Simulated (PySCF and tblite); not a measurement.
Values are calculated unless marked as measured or tabulated.
C5H4O3, numbered as in [O:1]=[CH:2][c:3]1[cH:4][o:5][c:6]([OH:7])[cH:8]1.

Geometries GFN2-xTB; weights from B3LYP-D3(BJ)/pcSseg-1 (IEF-PCM, chloroform) energies and GFN2-xTB thermal corrections, with symmetry numbers and mirror pairs. Conformers within 2.5 kcal/mol (GFN2-xTB free energy) were kept, 6 at most. GIAO shieldings: B3LYP/pcSseg-1 (IEF-PCM, chloroform). Shifts are against TMS (¹H), TMS (¹³C) at the same level. (PySCF 2.14, tblite 0.8.)

Task: List the conformer-averaged shifts at 298.15 K.

Result: ¹H: 10.06 (H2, 1H), 7.53 (H4, 1H), 5.94 (H8, 1H) ppm. ¹³C: 191.1 (C2), 170.3 (C6), 149.5 (C4), 140.1 (C3), 84.0 (C8) ppm.

Task: How do the conformers differ?

Result: Torsions listed: O1–C2–C3–C4, O5–C6–O7–H7.
| conformer | shape | weight % |
| --- | --- | --- |
| 1 | 180°, 0° | 91.0 |
| 2 | 0°, 0° | 9.0 |

```tsv
signal	1	2	average
H2	10.05	10.10	10.06
H4	7.51	7.75	7.53
H8	5.95	5.86	5.94
C2	190.8	194.0	191.1
C3	140.3	137.5	140.1
C4	150.2	142.3	149.5
C6	170.3	169.9	170.3
C8	83.6	87.5	84.0
```

Task: Which signal moves most, for its nucleus, between 250 and 350 K through the change of populations alone?

Result: C4: 149.7 ppm at 250 K, 149.5 ppm at 298.15 K, 149.2 ppm at 350 K.

Other tautomers (keto or thione forms) aren't considered and may dominate. H on N, O and S are left out: they exchange, and hydrogen bonds move them by several ppm. Shifts are unscaled: against experiment ¹³C can be off by 15 ppm or more and ¹H by 0.8 ppm.


Conformer gaps in pcSseg-1 on xTB geometries can be 2 kcal/mol off for S=O, P=O and other polar bonds.